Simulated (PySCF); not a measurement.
**Telling isomers of C$_{7}$H$_{9}$NO$_{2}$ apart by NMR**

PySCF 2.14.0 with density-fitted response routines calculation with geometry: GFN2-xTB and NMR shieldings at PBE0/pcSseg-1/GIAO; no relativistic terms, gas phase, one averaged value for each set of equivalent atoms, single conformer.

Shifts are taken against calculated references (same method and geometry level): $^{1}$H, $^{13}$C vs TMS. Where no couplings were computed, multiplicities follow the n + 1 count of equivalent neighbours, and m marks all less simple cases (inequivalent or close neighbours, rings, F or P nearby). Shifts are as computed. Against solution values, carbons near 30 ppm lie about +3 ppm off and those near 130 ppm about +5 ppm. Of 1211 compounds with measured shifts, 218 miss one by over three times the rms of a fit or turn the order of signals round; such compounds aren't used in these exercises.

(1) Tabulate the signals of `COc1ccc(OC)nc1`, `CC(=O)O[C@@H]1CC[C@H]1C#N`, `CC(C)(C#N)CC(=O)C=O` and their relative energies.

(2) What is the quickest way to tell COc1ccc(OC)nc1 from CC(C)(C#N)CC(=O)C=O?

(3) What is the quickest way to tell COc1ccc(OC)nc1 from CC(=O)O[C@@H]1CC[C@H]1C#N?

(4) What is the quickest way to tell CC(=O)O[C@@H]1CC[C@H]1C#N from CC(C)(C#N)CC(=O)C=O?

Answers

(1) 
```json
{"SMILES": "COc1ccc(OC)nc1", "carbon types": "2×C 3×CH 2×CH3", "δC": "166.0, 156.8, 134.9, 131.8, 116.1, 56.3, 55.9", "δH": "7.84 (s, 1H), 7.53 (d, 1H), 6.92 (d, 1H), 4.06 (s, 3H), 3.92 (s, 3H)", "E rel. (kcal/mol)": "0.0"}
{"SMILES": "CC(=O)O[C@@H]1CC[C@H]1C#N", "carbon types": "2×C 2×CH 2×CH2 1×CH3", "δC": "173.8, 124.8, 69.2, 30.1, 29.7, 23.2, 19.4", "δH": "6.00 (m, 1H), 3.02 (m, 1H), 2.49 (m, 1H), 2.23 (m, 1H), 2.18 (m, 1H), 2.12 (s, 3H), 1.96 (m, 1H)", "E rel. (kcal/mol)": "0.6"}
{"SMILES": "CC(C)(C#N)CC(=O)C=O", "carbon types": "3×C 1×CH 1×CH2 2×CH3", "δC": "203.2, 197.0, 129.8, 48.3, 28.1, 25.3", "δH": "9.27 (s, 1H), 3.17 (s, 2H), 1.61 (s, 6H)", "E rel. (kcal/mol)": "9.4"}
```

Energies are electronic energies at PBE0/pcSseg-1 on these geometries, without zero-point or thermal terms, each for the one conformer computed, which needn't be the lowest.

(2) Count the carbon signals: 7 against 6. The first has an aromatic CH at 134.9 ppm, the second an aldehyde carbonyl carbon (CH) at 197.0 ppm. Their most deshielded carbons lie at 166.0 and 203.2 ppm. In the proton spectra the most deshielded non-exchanging signals are 7.84 (s, 1H) and 9.27 (s, 1H).

(3) Both give the same number of carbon signals, but DEPT or the intensities differ. The first has an aromatic CH at 134.9 ppm, the second an sp3 CH2 in a ring at 30.1 ppm. Their most deshielded carbons lie at 166.0 and 173.8 ppm. In the proton spectra the most deshielded non-exchanging signals are 7.84 (s, 1H) and 6.00 (m, 1H).

(4) Count the carbon signals: 7 against 6. The first has an sp3 CH bonded to O at 69.2 ppm, the second an aldehyde carbonyl carbon (CH) at 197.0 ppm. Their most deshielded carbons lie at 173.8 and 203.2 ppm. In the proton spectra the most deshielded non-exchanging signals are 6.00 (m, 1H) and 9.27 (s, 1H).
